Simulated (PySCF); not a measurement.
## Spin states and ions at one geometry of Bi2O2(OH)2

PySCF 2.14.0, RKS B3LYP, Bi def2-SVP with ECP60, O def2-SVP, H def2-SVP; non-relativistic Hamiltonian with scalar-relativistic core potentials where named; density fitting; no spin-orbit coupling; singlets restricted, open shells unrestricted. The geometry is relaxed for charge 0, singlet, vacuum (a saddle point, kept by symmetry):

```xyz
8

Bi   -0.0712    0.4177    1.6253
Bi   -0.0712    0.4177   -1.6253
O     0.5634    1.6242    0.0000
O    -0.5987   -0.8397    0.0000
O     1.7555   -0.4451    2.1884
H     2.2906   -0.7138    1.4259
O     1.7555   -0.4451   -2.1884
H     2.2906   -0.7138   -1.4259
```

Energies count from the relaxed state; an electron taken off or put on is at rest in vacuum. Charges and spins are Mulliken's.

**Question.** Order these states by energy, lowest first.
A. charge 0, triplet, vacuum
B. charge -1, doublet, vacuum
C. charge 0, singlet, vacuum
D. charge +1, doublet, vacuum

**Answer.** B (-0.28 eV), C (0.00 eV), A (4.27 eV), D (9.22 eV).

**Question.** How do charge and spin on the first atom follow?

**Answer.** 
```json
{"state": "charge 0, singlet, vacuum", "spin squared": "0.00", "charge on Bi1 (e)": "1.07", "spin on Bi1 (e)": "0.00", "dipole about the centre of mass (D)": "3.14"}
{"state": "charge 0, triplet, vacuum", "spin squared": "2.01", "charge on Bi1 (e)": "0.93", "spin on Bi1 (e)": "0.65", "dipole about the centre of mass (D)": "3.27"}
{"state": "charge +1, doublet, vacuum", "spin squared": "0.78", "charge on Bi1 (e)": "1.27", "spin on Bi1 (e)": "-0.09", "dipole about the centre of mass (D)": "2.29"}
{"state": "charge -1, doublet, vacuum", "spin squared": "0.75", "charge on Bi1 (e)": "0.63", "spin on Bi1 (e)": "0.51", "dipole about the centre of mass (D)": "3.45"}
```

With an electron taken off (doublet) the charges change, summed by element, by Bi +0.41 e, O +0.53 e, H +0.06 e. The vertical ionisation energy is 9.22 eV, against −ε(HOMO) = 7.20 eV of the relaxed state. The level lies 2.0 eV too high, as is usual for semilocal functionals and global hybrids, which keep a self-interaction error.

With an electron put on (doublet) the charges change, summed by element, by Bi -0.87 e, O -0.06 e, H -0.07 e. The vertical electron affinity is 0.28 eV, against −ε(LUMO) = 2.18 eV of the relaxed state. The basis has no diffuse functions, which an added electron needs. The added electron's level lies above zero.

Open shells may have lower solutions than those found.
